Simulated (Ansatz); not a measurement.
Born–Oppenheimer molecular dynamics of CH$_{8}$FNOSi$_{2}$ (14 atoms, charge 0, multiplicity 1). It goes on from the last frame of an earlier run, with new velocities.

Computed with Ansatz 0.2.0, RKS PBE/STO-3G.

```yaml
ensemble: NVE (velocity Verlet)
time_step: 0.5 fs
steps_asked: 250
starting_velocities_drawn_for: 500 K
seed: 631352
```

Frames 5 fs apart, positions in Å, forces in eV/Å.

Velocities at 60 fs (Å/ps):

```
N 9.48 -1.31 5.20
Si -0.84 0.30 -5.71
F 2.66 -2.76 5.25
Si -5.32 -1.70 -0.95
C 3.69 2.43 0.76
O -4.06 1.75 3.07
H 3.79 2.79 -6.88
H -8.19 13.65 37.91
H 8.38 -7.04 -15.59
H 12.14 -5.38 -7.16
H 11.89 20.19 -18.67
H -46.07 3.86 -0.93
H 38.62 10.90 4.16
H -10.20 13.86 -36.22
```

```xyz
14
Properties=species:S:1:pos:R:3:forces:R:3 time_fs=60 energy_less_start_eV=0.064 T=458
N 0.520 -0.828 1.508 -1.26 -0.20 0.55
Si 0.623 -0.228 -0.201 0.40 -0.11 0.27
F 2.193 -0.097 -0.714 0.03 -0.45 0.05
Si -0.772 -1.549 -1.419 0.54 -1.75 -0.05
C 0.088 1.596 0.014 -0.58 0.81 0.12
O -0.297 1.917 1.442 0.14 -0.28 0.61
H -0.387 -1.465 1.512 1.26 0.80 0.04
H 0.110 0.085 1.979 0.25 -0.33 -0.33
H -1.681 -2.199 -0.486 -0.11 0.27 0.22
H -1.618 -0.814 -2.315 -0.15 0.20 -0.59
H -0.158 -2.787 -2.043 -0.29 1.35 0.12
H 0.850 2.359 -0.250 0.04 -0.20 -0.78
H -0.823 1.693 -0.667 0.56 0.68 0.91
H 0.562 2.397 1.868 -0.84 -0.77 -1.14
14
Properties=species:S:1:pos:R:3:forces:R:3 time_fs=65 energy_less_start_eV=0.050 T=467
N 0.559 -0.827 1.540 0.87 1.11 -0.67
Si 0.621 -0.226 -0.226 0.39 0.27 1.61
F 2.206 -0.114 -0.688 -0.01 -0.43 -0.16
Si -0.795 -1.562 -1.425 -0.13 0.98 -0.23
C 0.100 1.608 0.027 -0.63 1.21 -0.45
O -0.321 1.919 1.455 0.17 -0.74 -1.17
H -0.297 -1.416 1.493 -1.09 -1.02 0.27
H 0.144 0.042 2.055 0.28 0.08 -0.49
H -1.686 -2.230 -0.510 -0.30 -0.06 0.24
H -1.583 -0.814 -2.410 0.08 -0.10 0.25
H -0.113 -2.583 -2.134 0.55 -0.69 -0.49
H 0.762 2.438 -0.347 0.65 -0.80 0.37
H -0.744 1.809 -0.643 -1.25 -0.19 -0.05
H 0.526 2.453 1.659 0.42 0.39 0.97
14
Properties=species:S:1:pos:R:3:forces:R:3 time_fs=70 energy_less_start_eV=0.111 T=427
N 0.603 -0.820 1.559 -0.69 -0.36 -1.17
Si 0.621 -0.223 -0.238 -0.26 0.23 1.99
F 2.219 -0.136 -0.664 -0.10 -0.30 -0.28
Si -0.818 -1.570 -1.433 0.73 0.11 -0.78
C 0.093 1.640 0.030 -2.38 0.42 -1.77
O -0.337 1.915 1.455 1.84 0.34 -0.70
H -0.288 -1.469 1.540 0.82 0.74 0.33
H 0.206 0.066 2.054 -0.10 -0.02 -0.35
H -1.741 -2.262 -0.497 0.42 0.15 -0.59
H -1.547 -0.824 -2.466 -0.18 0.01 0.48
H 0.009 -2.460 -2.290 -0.49 -0.06 0.72
H 0.831 2.384 -0.389 -0.01 -0.41 0.61
H -0.858 1.883 -0.589 1.06 -0.60 0.52
H 0.494 2.530 1.634 -0.65 -0.26 0.99
14
Properties=species:S:1:pos:R:3:forces:R:3 time_fs=75 energy_less_start_eV=0.114 T=425
N 0.644 -0.815 1.556 0.40 1.92 -0.71
Si 0.620 -0.217 -0.234 -0.77 -0.26 1.73
F 2.231 -0.162 -0.643 -0.39 -0.13 -0.28
Si -0.834 -1.576 -1.447 2.12 0.82 -0.74
C 0.051 1.676 0.011 1.56 -1.37 1.45
O -0.331 1.911 1.443 0.29 -0.29 0.53
H -0.198 -1.442 1.655 -0.69 -0.42 -0.05
H 0.239 0.123 1.999 0.27 -0.64 -0.29
H -1.732 -2.281 -0.585 -0.31 -0.53 0.24
H -1.559 -0.822 -2.429 -0.56 0.40 -0.11
H 0.046 -2.384 -2.314 -0.49 -0.33 0.54
H 0.936 2.260 -0.321 -0.53 0.63 -0.21
H -0.874 1.862 -0.502 -0.91 0.61 -1.51
H 0.372 2.585 1.827 0.01 -0.42 -0.59
14
Properties=species:S:1:pos:R:3:forces:R:3 time_fs=80 energy_less_start_eV=0.171 T=389
N 0.687 -0.791 1.539 -0.56 0.19 -0.30
Si 0.612 -0.214 -0.215 -0.62 -0.49 0.64
F 2.237 -0.189 -0.626 -0.79 0.00 -0.25
Si -0.836 -1.574 -1.466 -0.28 1.56 0.48
C 0.022 1.689 0.009 0.18 -0.09 -0.43
O -0.323 1.902 1.438 -1.39 -1.48 0.41
H -0.165 -1.436 1.748 0.50 0.36 -0.53
H 0.291 0.136 1.924 -0.07 0.45 0.64
H -1.755 -2.388 -0.653 0.37 0.21 -0.13
H -1.669 -0.757 -2.386 0.38 -0.40 0.39
H 0.001 -2.406 -2.247 0.41 -0.86 -0.70
H 0.936 2.277 -0.294 -0.81 0.30 -0.21
H -0.933 1.931 -0.638 1.81 -0.13 0.91
H 0.287 2.580 1.905 0.89 0.39 -0.92
14
Properties=species:S:1:pos:R:3:forces:R:3 time_fs=85 energy_less_start_eV=0.135 T=412
N 0.724 -0.757 1.517 -0.50 2.14 1.10
Si 0.599 -0.214 -0.191 0.06 0.05 -0.58
F 2.234 -0.217 -0.612 -1.08 0.09 -0.28
Si -0.836 -1.563 -1.483 1.47 -1.04 0.08
C 0.006 1.694 0.006 2.53 -0.95 0.38
O -0.332 1.874 1.440 0.32 0.50 0.71
H -0.087 -1.399 1.744 -0.39 -0.29 -0.09
H 0.335 0.216 1.966 0.51 -1.25 -0.40
H -1.715 -2.462 -0.730 0.16 0.38 0.24
H -1.723 -0.754 -2.285 -0.03 0.12 -0.46
H -0.009 -2.560 -2.282 -0.79 1.16 0.35
H 0.808 2.387 -0.314 0.73 -0.08 0.27
H -0.753 2.000 -0.678 -2.29 0.04 -0.75
H 0.356 2.617 1.768 -0.70 -0.88 -0.57
14
Properties=species:S:1:pos:R:3:forces:R:3 time_fs=90 energy_less_start_eV=0.239 T=345
N 0.753 -0.702 1.509 -0.33 -1.58 0.41
Si 0.587 -0.214 -0.171 0.67 0.50 -1.65
F 2.217 -0.243 -0.602 -0.95 0.13 -0.42
Si -0.826 -1.556 -1.499 0.10 0.87 0.94
C 0.022 1.687 -0.002 -1.03 0.30 -2.02
O -0.341 1.847 1.447 -0.19 -0.43 -0.93
H -0.042 -1.387 1.710 0.22 0.10 0.26
H 0.439 0.162 2.006 -0.59 1.27 0.73
H -1.647 -2.461 -0.743 -0.35 0.03 0.69
H -1.765 -0.742 -2.264 0.23 -0.05 -0.19
H -0.144 -2.516 -2.289 0.69 -0.22 -0.96
H 0.802 2.464 -0.286 -0.07 -0.91 0.23
H -0.858 2.016 -0.727 1.06 -1.01 1.49
H 0.359 2.563 1.571 0.54 1.01 1.44
14
Properties=species:S:1:pos:R:3:forces:R:3 time_fs=95 energy_less_start_eV=0.143 T=408
N 0.776 -0.661 1.514 -0.85 0.41 2.22
Si 0.580 -0.210 -0.165 0.50 0.48 -1.52
F 2.189 -0.268 -0.597 -0.34 0.16 -0.63
Si -0.814 -1.544 -1.507 -0.19 -0.30 0.47
C 0.028 1.677 -0.036 1.06 -1.91 2.41
O -0.345 1.821 1.446 1.73 1.48 -0.17
H 0.019 -1.379 1.738 0.08 0.12 0.36
H 0.454 0.249 2.101 0.05 -1.11 -1.35
H -1.630 -2.429 -0.630 0.35 0.50 -0.36
H -1.761 -0.736 -2.289 0.22 -0.08 0.21
H -0.172 -2.466 -2.461 0.07 0.39 0.29
H 0.832 2.392 -0.230 0.17 0.32 -0.81
H -0.873 1.861 -0.561 -1.59 0.70 -1.62
H 0.367 2.603 1.638 -1.28 -1.16 0.49
14
Properties=species:S:1:pos:R:3:forces:R:3 time_fs=100 energy_less_start_eV=0.122 T=421
N 0.788 -0.622 1.547 0.20 -1.21 -0.16
Si 0.577 -0.203 -0.171 0.07 -0.74 -0.41
F 2.157 -0.291 -0.600 0.57 0.18 -0.88
Si -0.802 -1.534 -1.511 1.11 0.22 -0.37
C 0.035 1.640 -0.038 -1.43 0.72 0.83
O -0.335 1.806 1.438 -1.02 -1.58 -0.66
H 0.090 -1.354 1.843 -0.23 -0.30 0.13
H 0.427 0.243 2.010 -0.73 1.39 0.51
H -1.563 -2.314 -0.568 -0.28 -0.51 -0.02
H -1.720 -0.736 -2.280 -0.41 0.40 0.01
H -0.162 -2.356 -2.587 -0.18 0.26 1.01
H 0.865 2.353 -0.329 -0.91 -0.20 -0.21
H -0.994 1.798 -0.591 2.09 0.23 0.43
H 0.234 2.537 1.834 1.16 1.13 -0.23
14
Properties=species:S:1:pos:R:3:forces:R:3 time_fs=105 energy_less_start_eV=0.313 T=299
N 0.798 -0.594 1.585 -1.32 1.35 0.78
Si 0.574 -0.202 -0.181 -0.50 -1.68 0.90
F 2.132 -0.312 -0.614 1.27 0.21 -1.02
Si -0.785 -1.520 -1.516 -0.96 2.11 1.24
C 0.026 1.610 -0.020 1.45 0.42 0.78
O -0.331 1.780 1.428 -0.03 0.74 1.18
H 0.132 -1.363 1.971 0.19 0.59 -0.63
H 0.300 0.390 1.952 0.66 -1.66 -0.45
H -1.538 -2.291 -0.533 -0.02 -0.42 -0.44
H -1.744 -0.670 -2.249 0.18 -0.22 0.40
H -0.158 -2.226 -2.546 0.81 -1.22 -0.82
H 0.750 2.301 -0.482 0.75 0.44 0.63
H -0.834 1.806 -0.611 -2.23 0.21 -0.85
H 0.219 2.558 1.921 -0.24 -0.87 -1.70
14
Properties=species:S:1:pos:R:3:forces:R:3 time_fs=110 energy_less_start_eV=0.188 T=379
N 0.793 -0.549 1.629 0.85 -0.76 -1.83
Si 0.569 -0.214 -0.183 0.20 -1.54 1.50
F 2.122 -0.330 -0.641 1.14 0.17 -0.91
Si -0.772 -1.492 -1.514 0.37 -0.72 -0.22
C 0.026 1.594 0.001 -1.70 1.11 -2.77
O -0.332 1.757 1.427 -0.95 -0.24 -0.43
H 0.167 -1.308 1.990 -0.56 -0.77 -0.08
H 0.251 0.308 1.859 -0.79 1.77 1.42
H -1.523 -2.364 -0.592 0.20 -0.01 -0.50
H -1.749 -0.632 -2.149 -0.14 0.04 -0.23
H -0.039 -2.288 -2.581 -0.72 0.64 1.03
H 0.749 2.317 -0.483 0.13 -0.19 1.14
H -0.912 1.821 -0.677 1.07 -0.59 1.39
H 0.248 2.522 1.720 0.89 1.10 0.49
14
Properties=species:S:1:pos:R:3:forces:R:3 time_fs=115 energy_less_start_eV=0.137 T=412
N 0.789 -0.509 1.653 -1.78 -0.26 0.10
Si 0.564 -0.239 -0.173 0.82 -0.34 1.76
F 2.126 -0.346 -0.679 0.41 0.16 -0.52
Si -0.758 -1.467 -1.512 -0.65 -0.01 0.47
C 0.005 1.593 -0.019 1.31 -1.21 0.62
O -0.339 1.742 1.426 0.79 2.65 0.39
H 0.131 -1.343 1.952 0.64 0.79 -0.42
H 0.159 0.398 1.986 1.20 -1.20 -0.63
H -1.478 -2.456 -0.749 -0.25 -0.17 0.32
H -1.773 -0.598 -2.089 0.10 -0.11 -0.35
H -0.030 -2.259 -2.456 0.29 -0.03 -0.72
H 0.803 2.319 -0.265 -0.20 0.09 -0.58
H -0.900 1.751 -0.550 -1.56 0.74 -1.52
H 0.342 2.550 1.564 -1.12 -1.09 1.08
```

Of the whole run (125 fs, mean temperature of the second half 402 K): The conserved energy stayed within 0.21 meV per atom of its start (net change -0.034 meV per atom), so the integration is sound. A run of 0.12 ps of so small a system gives no equilibrium averages. Limits of this set-up: minimal basis.

Run time: 11 min on 1 thread of Arm Neoverse V1 (shared host), peak memory 0.088 GiB.
